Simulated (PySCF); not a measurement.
PySCF job for C₂BrCl₂F, SMILES F/C(Cl)=C(/Cl)Br, PBE/pcSseg-1. Coordinates come from a PBE0-D3(BJ)/def2-SVP optimisation. The structure was generated by enumeration; whether it is a known compound was not checked.

```python
import numpy as np
from pyscf import gto, scf, dft
from pyscf.prop.nmr import rks as nmr

mol = gto.M(
    atom='''
    F    -1.92019172   -0.73792938    0.00000000
    C    -0.63014027   -0.98551689    0.00000000
    Cl   -0.24458553   -2.64407244    0.00000000
    C     0.27880097    0.00327199    0.00000000
    Cl    1.95962660   -0.30056378    0.00000000
    Br   -0.27902677    1.78838999    0.00000000
    ''',
    basis='pcSseg-1',
    charge=0,
    spin=0,
    max_memory=1600,
    verbose=3,
)
mf = dft.RKS(mol, xc='pbe')
mf.grids.level = 3
mf.conv_tol = 1e-10
mf.max_cycle = 100
mf.kernel()
n = nmr.NMR(mf)
n.verbose = 2
n.max_cycle_cphf = 60
sigma = n.kernel()
print('atom   isotropic/ppm   span/ppm')
for i, s in enumerate(sigma):
    w = np.linalg.eigvalsh((s + s.T) / 2)
    print(f'{mol.atom_symbol(i):2s}{i + 1:3d} {w.mean():14.3f} {w[2] - w[0]:11.3f}')
```

Program output:

```
converged SCF energy = -3669.31133322841
atom   isotropic/ppm   span/ppm
F   1        223.029      81.419
C   2         25.407     131.105
Cl  3        638.133     468.643
C   4         60.566      80.787
Cl  5        629.032     428.428
Br  6       1797.184    1359.954
```

The calculation finished and met its thresholds.
